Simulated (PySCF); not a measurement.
Compound: C2H7FOSi.
Bonds: C1–C2, C2–O3, O3–Si4, Si4–F5. Hydrogens: H6, H7, H8 on C1; H9, H10 on C2; H11, H12 on Si4.

Structure optimised with GFN2-xTB, isolated species.

Q: List the bond lengths, angles and torsions at this level.

A: 
```tsv
bond	length (Å)
C1–C2	1.521
C2–O3	1.404
O3–Si4	1.604
Si4–F5	1.612
C1–H6, C1–H7, C1–H8	1.087
C2–H9, C2–H10	1.096
Si4–H11	1.455
Si4–H12	1.443
```

Bonds in one row agree within 0.01 Å and their mean is given. A selection of angles:
```tsv
angle	degrees
C2–C1–H6	110.0
H6–C1–H7	109.2
C1–C2–O3	109.6
C1–C2–H9	110.3
O3–C2–H9	109.0
H9–C2–H10	108.2
C2–O3–Si4	133.1
O3–Si4–F5	110.4
O3–Si4–H11	114.4
O3–Si4–H12	101.4
F5–Si4–H11	102.7
F5–Si4–H12	108.2
H11–Si4–H12	119.7
```

Torsions: C1–C2–O3–Si4 172° (antiperiplanar); C2–O3–Si4–F5 61° (synclinal). The mirror-image conformer, all signs reversed, is as good.

Si4 (fluorine-bound silicon) is distorted tetrahedral (angles from 101.4° to 119.7°).

Point group: C1 (no symmetry element, even within 0.4 Å). Whether it is a minimum is left open (no frequencies). One conformer, not necessarily the lowest.

All values are computed, not measured.
